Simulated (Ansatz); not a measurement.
`CC(=N)O[SiH2]O` + `[NH2][AlH2]` → `O[SiH2][NH][AlH2]` + `CC(=N)O`  (ligand exchange at the Si–O bond)

Computed with Ansatz on PBE0-D4/def2-TZVP structures; ΔE is electronic, products minus reactants. CCSD(T)/CBS is the MP2 limit (def2-TZVPP, def2-QZVPP) plus CCSD(T) − MP2 in def2-TZVPP, frozen cores. This one scheme is used for every species. DFT in def2-TZVPP. B3LYP here is the variant with VWN-RPA as its local correlation; programs differ in this. Each species was taken in one conformer, which may not be the lowest.

Is it downhill or uphill in electronic energy at CCSD(T)/CBS, and by how much? (An estimate is asked.)

Ansatz gave: Uphill: ΔE = +10.1 kcal/mol.

What do these levels give: PBE-D4, B3LYP-D4, B2PLYP, PBE0, HF/def2-TZVPP, SCS-MP2/def2-QZVPP? (Estimate.)

The calculation gave: PBE-D4 9.3, B3LYP-D4 10.5, B2PLYP 10.2, PBE0 8.9, HF/def2-TZVPP 10.0, SCS-MP2/def2-QZVPP 10.2 kcal/mol.

Largest T1 diagnostic among the species: 0.013.

The D4 term adds +0.8 kcal/mol with B3LYP and +0.5 kcal/mol with PBE0; it sums over pairs of atoms, weighted by their polarisabilities, and B3LYP, whose exchange is more repulsive, gets the larger term.
